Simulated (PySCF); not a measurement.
Ge(OH)3(OSiH3), H₆GeO₄Si, SMILES [OH][Ge]([O][SiH3])([OH])[OH] at its PBE0/def2-SVP optimised geometry (Å):

```
12

O     -1.3897     0.6090     0.0000
Ge    -0.6256    -0.9693     0.0000
O     -1.1319    -1.7912     1.4624
O      1.1297    -0.9693     0.0000
O     -1.1451    -1.7299    -1.4880
Si    -2.5045    -1.5724    -2.4455
H     -1.4915     0.9693     0.8882
H     -0.5053    -2.4729     1.7309
H      1.4915    -0.9256    -0.8926
H     -2.5585    -2.7700    -3.3320
H     -3.7445    -1.5141    -1.6149
H     -2.4183    -0.3424    -3.2869
```

Calculation: PBE0/def2-TZVP run with PySCF 2.14.0. Cells within 0.4 Å of a nucleus heavier than hydrogen are left out (blank, or x).

Map of the HOMO−1 amplitude (bohr^(-3/2)) on the plane z = 0.0 Å; orbital energy -9.04 eV, overall sign arbitrary:

```
|555555555555555555555555555|
|555555555555555555555555555|
|555555555555555555555555555|
|555555555555555555555555555|
|555555555555555555555555555|
|555555666666555555555555555|
|555555666666655555555555555|
|555556666666665555555555555|
|555556678776665555555555555|
|555555689976665555555555555|
|5555555xxx86665555555555555|
|5555442xxx76655555555555555|
|55554420x355555555555555555|
|555544322355555554555555555|
|555554444455555444455555555|
|555555555566555432355555555|
|5555555556xxx554xxx55555555|
|5555556665xxx555xxx76655555|
|55555566665x66667x876655555|
|555555666666666667766655555|
|555555555555556666666655555|
|555555555555555566666555555|
|555555555555555555655555555|
|555555555555555555555555555|
|555555555555555555555555555|
|555555555555555555555555555|
|555555555555555555555555555|
```
Scale: ten equal steps from -0.130 (start of '0') to 0.096 (end of '9'), in the order '0123456789'; x runs from -3.50 to 3.50, y from -3.50 (bottom) to 3.50 (top).
